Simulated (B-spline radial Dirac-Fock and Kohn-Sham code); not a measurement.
These are calculated numbers from a radial B-spline solver; the model is ΔSCF Dirac-Fock with Breit, self-energy and vacuum polarisation, finite nucleus, configuration average. The model has no electron correlation.

Question: Identify the element and charge state from the binding energies below (tabulated ground configuration; the least bound level is included).

```tsv
level	binding energy (eV)
1s	5495.5
2p1/2	551.5
2p3/2	544.6
3s	101.3
3p1/2	69.70
3p3/2	68.88
3d	27.18
```

Answer: V²⁺: Z = 23 with 21 electrons, [Ar] 3d3. The hydrogen-like estimate √(E/Ry) = 20.1 for the K level lies 2.9 below Z; the outermost level, at 27.18 eV, fixes the charge.
